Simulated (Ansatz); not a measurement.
`BC([SiH3])[SiH2]Cl` + CH₃OH → `BC([SiH3])OC` + `[SiH3]Cl`  (substitution at a C–Si bond)

Isolated molecules relaxed with PBE0-D4/def2-TZVP in Ansatz; ΔE leaves out vibrations. CCSD(T)/CBS is the MP2 limit (def2-TZVPP, def2-QZVPP) plus CCSD(T) − MP2 in def2-TZVPP, frozen cores. This one scheme is used for every species. Each species was taken in one conformer, which may not be the lowest.

```json
{"species": "`BC([SiH3])[SiH2]Cl`", "CCSD(T)/CBS(def2) energy (Eh)": "-1105.64058"}
{"species": "CH₃OH", "CCSD(T)/CBS(def2) energy (Eh)": "-115.61712"}
{"species": "`BC([SiH3])OC`", "CCSD(T)/CBS(def2) energy (Eh)": "-470.51288"}
{"species": "`[SiH3]Cl`", "CCSD(T)/CBS(def2) energy (Eh)": "-750.69636"}
```

(1) Work out ΔE.

Largest T1 diagnostic among the species: 0.013.

Results:

(1) ΔE = (-470.51288) + (-750.69636) − (-1105.64058) − (-115.61712) = 0.04846 Eh = +127.2 kJ/mol.

From PBE to PBE0 (25 % exact exchange), in def2-TZVPP and without D4, ΔE moves by +11.7 kJ/mol. The D4 term adds +6.0 kJ/mol with B3LYP and +3.3 kJ/mol with PBE0; it sums over pairs of atoms, weighted by their polarisabilities, and B3LYP, whose exchange is more repulsive, gets the larger term.

B3LYP here is the variant with VWN-RPA as its local correlation; programs differ in this.
